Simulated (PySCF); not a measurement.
Vertical excitations of a molecule CH₇ClGeSi from TDA-PBE0/def2-SVPD (PySCF), as energy in eV (oscillator strength): 7.28 (0.006), 7.36 (0.009), 7.74 (0.012), 7.88 (0.004), 8.00 (0.105), 8.22 (0.151), 8.28 (0.041), 8.30 (0.039), 8.37 (0.069), 8.39 (0.017). Lowest triplet (TDA): 6.88 eV. Geometry: B3LYP-D3(BJ)/def2-SVP. The values are those of a single conformer.

Which structure fits?
(A) [SiH3][CH2][GeH2][Cl]
(B) Cl[SiH2][CH2][GeH3]
(C) C[Si@@H](Cl)[GeH3]
(D) [CH3][GeH2][SiH2]Cl

B, Cl[SiH2][CH2][GeH3]
